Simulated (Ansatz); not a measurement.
Basis-set extrapolation for C2H9B2N (PBE0-D4/def2-TZVP geometry, frozen core, Ansatz). Multiplicity 1, RHF reference.

```
                      def2-TZVPP   def2-QZVPP
                 HF  -184.819681  -184.828536
    MP2 correlation    -0.776871    -0.826420
CCSD(T) correlation    -0.861944      not run
```

Energies in hartree. Use E(X) = E(∞) + A·exp(−7.88·√X) for Hartree–Fock and E(X) = E(∞) + B·X^(−2.97) for correlation, with X = 3 and 4, and add CCSD(T) minus MP2 of the smaller set to the MP2 limit.

Problem. What is the CCSD(T) energy at the basis-set limit?

Solution. HF limit: -184.828536 + (-0.008855) × 0.13774 = -184.82976. MP2 limit: -0.826420 + (-0.049549) × 0.74074 = -0.86312. Higher-order term: -0.861944 − (-0.776871) = -0.08507. Total: -185.77795 hartree, 252.9 kJ/mol below CCSD(T)/def2-TZVPP.
